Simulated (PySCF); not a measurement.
**How methods differ on the excitation energy of Ce(2+)**

Ce(2+) [Xe] 4f2 (high-spin determinant) → Ce(2+) [Xe] 4f1 6s1 (3F), as a difference of total energies. All numbers are calculated (PySCF 2.14, scalar relativity by spin-free X2C-1e, in x2c-TZVPPall). Correlated levels: valence: [Kr] 4d10 frozen. The calculations carry no spin-orbit coupling.

```csv
method,excitation energy (eV)
UHF,1.089
MP2 (valence),1.516
SCS-MP2 (valence),1.423
CCSD (valence),1.573
CCSD(T) (valence),1.604
```

Question: How much does correlation contribute at CCSD(T) (valence)?

Answer: 1.604 − (1.089) = 0.515 eV, measured against UHF.

A first-order spin-orbit estimate (lowest level to lowest level, LS coupling) adds 0.062 eV.

The basis was made for the ground configuration and has no added diffuse functions, so the excitation energy can come out too high.

The determinant of the lower state mixes LS terms, which raises its energy above the lowest term, most at the Hartree-Fock and MP2 levels.
